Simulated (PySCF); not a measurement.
n-GeGeGeGeGeGeH14.
Z-matrix (Å and degrees, PBE0-D3(BJ)/def2-SVP geometry), rows numbered from 1:
```
Ge
Ge  1  2.4295
Ge  2  2.4262  1  111.60
Ge  3  2.4348  2  112.93  1   -48.23
Ge  4  2.4281  3  114.85  2   -12.38
Ge  5  2.4281  4  113.24  3   -46.79
H   1  1.5399  2  110.51  3  -132.28
H   1  1.5411  2  110.08  3   -12.51
H   1  1.5384  2  110.60  3   107.18
H   2  1.5417  1  109.68  3  -121.53
H   2  1.5430  1  109.37  3   120.74
H   3  1.5428  2  109.44  1  -170.06
H   3  1.5429  2  108.34  1    72.35
H   4  1.5430  3  109.24  2   110.26
H   4  1.5426  3  108.36  2  -132.90
H   5  1.5428  4  107.94  3  -167.79
H   5  1.5418  4  109.59  3    75.47
H   6  1.5387  5  110.39  4    96.48
H   6  1.5403  5  110.12  4  -143.60
H   6  1.5403  5  110.59  4   -23.62
```

Level of theory: PBE0-D3(BJ)/def2-SVP geometry optimisation, gas phase in PySCF.

Take the most abundant isotopes and a rigid rotor. The values belong to one conformer.

Question: Give the principal moments of inertia and the rotational constants in GHz.

Answer: Ia = 1386.67, Ib = 1877.44, Ic = 2435.61 u·Å²; 505379 MHz·u·Å²/I gives 364.5, 269.2 and 207.5 MHz, that is A = 0.3645, B = 0.2692, C = 0.2075 GHz.

Question: Classify the top.

Answer: An asymmetric top: κ = (2 × 269.2 − 364.5 − 207.5)/(364.5 − 207.5) = -0.21.

Question: What does the inertial defect say?

Answer: Not planar: Δ = Ic − Ia − Ib = -828.50 u·Å². For a rigid frame Δ = −2 Σ m c², so Σ m c² = 414.25 u·Å² lies off the ab plane: 37.71 from hydrogen and 376.53 from heavier atoms. The atom farthest from that plane is 2.40 Å away.

Question: Give the coordinates in the principal-axis frame, origin at the centre of mass.

Answer: The sense of each axis is arbitrary; atoms in the order of the calculation.
```csv
atom,mass (u),a (Å),b (Å),c (Å)
Ge1,73.921,-1.967,-1.629,-1.196
Ge2,73.921,-2.008,-0.391,0.894
Ge3,73.921,-1.156,1.864,0.613
Ge4,73.921,0.956,1.936,-0.597
Ge5,73.921,2.044,-0.216,-0.879
Ge6,73.921,2.128,-1.523,1.166
H7,1.008,-3.316,-2.333,-1.432
H8,1.008,-1.705,-0.671,-2.374
H9,1.008,-0.852,-2.688,-1.176
H10,1.008,-1.166,-1.131,1.953
H11,1.008,-3.457,-0.319,1.419
H12,1.008,-0.968,2.518,1.998
H13,1.008,-2.204,2.685,-0.166
H14,1.008,0.723,2.563,-1.988
H15,1.008,1.926,2.856,0.172
H16,1.008,3.482,0.040,-1.376
H17,1.008,1.316,-1.025,-1.970
H18,1.008,0.962,-2.526,1.209
H19,1.008,3.452,-2.306,1.241
H20,1.008,2.029,-0.606,2.399
```

Question: List the rotational levels J(Ka,Kc) to J = 4 (MHz).

Answer: Above 0(0,0):
J = 1: 1(0,1) 477, 1(1,1) 572, 1(1,0) 634
J = 2: 2(0,2) 1408, 2(1,2) 1464, 2(1,1) 1649, 2(2,1) 1935, 2(2,0) 1956
J = 3: 3(0,3) 2765, 3(1,3) 2789, 3(1,2) 3154, 3(2,2) 3365, 3(2,1) 3460, 3(3,1) 4007, 3(3,0) 4012
J = 4: 4(0,4) 4532, 4(1,4) 4540, 4(1,3) 5124, 4(2,3) 5254, 4(2,2) 5488, 4(3,2) 5946, 4(3,1) 5979, 4(4,1) 6802, 4(4,0) 6803

The dipole components are |μa| = 0.03 D, |μb| = 0.05 D, |μc| = 0.03 D.

Not checked by PBE0-D3(BJ)/def2-SVP frequencies. These are rigid-rotor constants of the computed structure; measured ground-state constants (B0) also hold zero-point vibration. A rigid rotor knows nothing of internal rotation, which can split or shift real lines.
